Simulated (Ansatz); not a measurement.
Relaxation of BF2H3OSSi (9 atoms, charge 0, multiplicity 1), to a largest force component of 0.02 eV/Å in at most 50 steps.

All numbers below come from UKS PBE-D4/6-31G in Ansatz 0.2.0.

```xyz
9
Properties=species:S:1:pos:R:3:forces:R:3
O 1.988 0.209 0.604 -2.77 -1.74 0.31
B 0.750 -0.593 0.479 3.83 -0.69 2.28
F 0.637 -1.820 1.216 0.10 1.75 -0.79
Si -0.646 -0.035 -0.661 -2.09 -0.56 -0.21
F -0.176 0.088 -2.266 0.48 0.26 -1.07
S -1.477 1.864 0.010 -0.51 0.73 1.15
H 2.572 -0.067 -0.118 1.12 0.17 -0.60
H -1.751 -1.036 -0.597 -0.34 -0.33 -0.19
H -1.810 1.343 1.316 0.17 0.41 -0.89
```

Task: Where does it end, and by what steps?

Result: The run converged. Limits of this set-up: no polarisation functions. After 20 steps the energy has fallen by 1.369 eV; H9 moved furthest, 1.54 Å.

```tsv
step	energy less start (eV)	largest force component (eV/Å)	accepted
0	0.0000	3.834	yes
1	-0.3955	2.917	yes
2	-0.4891	1.939	yes
3	-0.8730	0.739	yes
4	-1.0718	0.628	yes
5	-1.1741	0.251	yes
6	-1.1857	0.257	yes
7	-1.2001	0.178	yes
8	-1.2080	0.427	yes
9	-1.2217	0.518	yes
10	-1.2612	0.192	yes
11	-1.2824	0.358	yes
12	-1.2960	0.846	yes
13	-1.3311	0.320	yes
14	-1.3464	0.297	yes
15	-1.3500	0.453	yes
16	-1.3665	0.103	yes
17	-1.3665	0.104	yes
18	-1.3644	0.161	no
19	-1.3682	0.030	yes
20	-1.3685	0.017	yes
```

```xyz
9
Properties=species:S:1:pos:R:3
O 2.225 -0.568 -0.006
B 1.051 -0.742 0.671
F 1.063 -1.344 1.899
Si -0.616 -0.071 -0.265
F 0.197 0.529 -1.695
S -1.575 1.563 0.906
H 2.143 -0.123 -0.886
H -1.679 -1.018 -0.778
H -2.721 1.727 0.136
```

Whether the end is a true minimum wasn't checked by a vibrational analysis.

Run time: 67 s on 2 threads of Arm Neoverse V1, on a shared host, peak memory 0.22 GiB.
